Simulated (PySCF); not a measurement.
**Energy profile**

The step: Si₂H₅Cl ([SiH3][SiH2][Cl]) + HF → Si₂H₅F ([F][SiH2][SiH3]) + HCl; bonds formed: Si1–F7, Cl2–H6; bonds broken: Si1–Cl2, H6–F7 (atoms numbered as in the saddle structure below).

```xyz
10
angstrom
Si -0.7966 0.0563 -0.4405
Cl 0.4393 2.1220 -0.4525
H -1.3180 -1.1330 -1.1762
H -2.0119 0.8437 -0.1343
Si 0.5392 -0.7049 1.3123
H 0.5195 1.1511 -1.8949
F 0.1309 0.2752 -2.2169
H 0.5710 0.3010 2.4023
H 0.0180 -2.0006 1.8272
H 1.9087 -0.9108 0.7736
```

Electronic energies by CCSD(T) at an estimated basis limit (MP2 extrapolated from triple and quadruple zeta, plus CCSD(T) − MP2 in triple zeta), on PBE0-D4/def2-TZVP structures; Si2H6ClF, singlet; no counterpoise correction. PySCF 2.14 with density fitting (its default auxiliary sets; JK sets also for MP2 and CCSD(T)); basis: def2-TZVPP and def2-QZVPP; cores frozen in the correlated methods. Extrapolation: Hartree–Fock as exp(−7.88 √X), correlation as X^−2.97.

(1) Give the profile in eV, counted from the separated reactants. (Judge from chemistry; the value comes from the calculation.)

No T1 diagnostic of these runs exceeds 0.013.

Results:

(1) The calculation gives:
```csv
point,eV
"separated: Si2H5Cl (linked as [SiH3][SiH2][Cl]; Si1, Cl2, H3, H4, Si5, H8, H9, H10; singlet) + HF (H6, F7; singlet)",0.000
start structure,-0.156
saddle,1.160
end structure,-0.412
"separated: Si2H5F (linked as [F][SiH2][SiH3]; Si1, H3, H4, Si5, F7, H8, H9, H10; singlet) + HCl (Cl2, H6; singlet)",-0.258
```

For scale, one of the runs: CCSD(T)/def2-TZVPP, 241 basis functions, launched by `OMP_NUM_THREADS=4 python run.py`. Time: 24 min of wall clock on 4 CPU threads of an Intel Xeon; the host was shared. Peak host memory: 4.5 GiB.
